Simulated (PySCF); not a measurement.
## Working out the excitation energy of Xe⁺

Xe⁺ [Kr] 4d10 5s2 5p5 (2P) → Xe⁺ [Kr] 4d10 5s1 5p6 (2S). Computed with PySCF 2.14 in x2c-TZVPPall, with the spin-free X2C one-electron Hamiltonian (Gaussian nucleus). Frozen: [Ar] 3d10. Energies in hartree (1 hartree = 27.21139 eV):

| part | Xe⁺ (lower) | Xe⁺ (upper) |
| --- | --- | --- |
| UHF | -7443.041000 | -7442.493665 |
| CCSD correlation | -0.581861 | -0.686999 |
| (T) | -0.009119 | -0.041692 |

Problem. What does Hartree-Fock give?

Solution. (-7442.493665) − (-7443.041000) = 0.547335 hartree = 14.894 eV.

Problem. What do CCSD and CCSD(T) give?

Solution. The CCSD correlation energies differ by -0.105138 hartree = -2.861 eV and the triples by -0.032573 hartree = -0.886 eV, so CCSD gives 12.033 eV and CCSD(T) 11.147 eV.

Measured between the centres of the two terms (NIST): 10.831 eV, so CCSD(T) (valence and next inner shell) is off by 0.316 eV.

The coupled-cluster amplitudes are large, so a single reference is strained.

What remains against the reference includes basis incompleteness, the frozen core and higher excitations.
